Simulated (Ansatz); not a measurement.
Gas-phase electronic energies from Ansatz, PBE0-D4/def2-TZVP geometries. CCSD(T)/CBS adds triple-zeta CCSD(T) − MP2 to the extrapolated MP2 energy (def2 sets, frozen cores). This one scheme is used for every species. Functionals use def2-TZVPP. B3LYP here is the variant with VWN-RPA as its local correlation; programs differ in this. For Ge, Se outer-core shells are correlated without core-valence functions, which leaves a few kJ/mol of doubt a bond. Scalar relativity is left out up to krypton. One conformer a species, not always the lowest.

Consider the formal exchange of groups at the Se–B bond: `C[Se]B(Cl)Cl` + `[OH][GeH3]` → `C[Se][GeH2][OH]` + `ClBCl`.

`C[Se]B(Cl)Cl`:

```xyz
8

C     0.870    0.456    0.968
Se    0.103    1.072   -0.713
B    -0.995   -0.425   -1.187
Cl   -1.115   -1.864   -0.201
Cl   -1.908   -0.321   -2.675
H     0.078    0.272    1.689
H     1.518    1.257    1.319
H     1.449   -0.448    0.799
```

`[OH][GeH3]`:

Z-matrix (Å, degrees):
```
Ge
O 1 1.783
H 1 1.531 2 104.3
H 1 1.541 2 109.9 3 119.6
H 1 1.541 2 109.9 3 -119.6
H 2 0.959 1 112.7 3 180.0
```

`C[Se][GeH2][OH]`:

```xyz
10

C     0.302   -1.447    1.022
Se   -1.258   -0.265    0.936
Ge   -0.253    1.383   -0.384
O     0.217    0.704   -1.964
H     1.099   -0.975    1.593
H     0.641   -1.690    0.018
H    -0.025   -2.353    1.529
H    -1.285    2.512   -0.547
H     1.085    1.853    0.200
H    -0.524    0.278   -2.403
```

`ClBCl`:

Z-matrix (Å, degrees):
```
B
Cl 1 1.734
Cl 1 1.734 2 120.7
H 1 1.187 2 119.7 3 180.0
```

```
             level  ΔE (kcal/mol)  difference from CCSD(T)/CBS
            PBE-D4            0.8                          0.4
         r2SCAN-D4            0.6                          0.2
           PBE0-D4            0.3                         -0.1
          B3LYP-D4           -0.5                         -0.9
           ωB97X-V           -0.3                         -0.7
           ωB97M-V           -0.4                         -0.8
            B2PLYP           -0.6                         -1.0
               PBE            0.3                         -0.1
            r2SCAN            0.5                          0.1
              PBE0           -0.1                         -0.5
             B3LYP           -1.4                         -1.8
     HF/def2-TZVPP           -3.9                         -4.3
    MP2/def2-TZVPP            1.1                          0.7
SCS-MP2/def2-TZVPP            0.2                         -0.2
   CCSD/def2-TZVPP           -0.5                         -0.9
CCSD(T)/def2-TZVPP            0.2                         -0.2
     HF/def2-QZVPP           -3.8                         -4.2
    MP2/def2-QZVPP            1.3                          0.9
SCS-MP2/def2-QZVPP            0.4                          0.0
      HF/CBS(def2)           -3.7                         -4.1
     MP2/CBS(def2)            1.4                          1.0
    CCSD/CBS(def2)           -0.3                         -0.7
       CCSD(T)/CBS            0.4                            0
```

Largest T1 diagnostic among the species: 0.012.

The D4 term adds +0.9 kcal/mol with B3LYP and +0.4 kcal/mol with PBE0; it sums over pairs of atoms, weighted by their polarisabilities, and B3LYP, whose exchange is more repulsive, gets the larger term. In def2-TZVPP, CCSD(T) changes the Hartree–Fock value by +4.1 kcal/mol (the triples alone add +0.7 kcal/mol) and MP2 by +5.0 kcal/mol.
